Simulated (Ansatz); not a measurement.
Ansatz results at the PBE0-D4/def2-TZVP geometry: LUMO energy (ωB97M-V/def2-TZVPP) 1.75 eV; HOMO–LUMO gap (ωB97M-V/def2-TZVPP) 11.35 eV; size of the dipole moment (B3LYP/def2-TZVPP) 1.44 D.

Each molecule was computed in one conformer, which needn't be the lowest.

(1) Which molecule gave them?
A. `C[SiH2]OB[SiH3]`
B. `B[CH]([GeH3])C=N`
C. `CS[SiH](N)O`
D. `OCN[SiH2]S`

Results:

(1) D. The others give `B[CH]([GeH3])C=N`: 0.63, 10.59, 2.59; `CS[SiH](N)O`: 2.14, 11.08, 1.56; `C[SiH2]OB[SiH3]`: 0.77, 10.45, 2.31.

B3LYP here is the variant with VWN-RPA as its local correlation; programs differ in this.
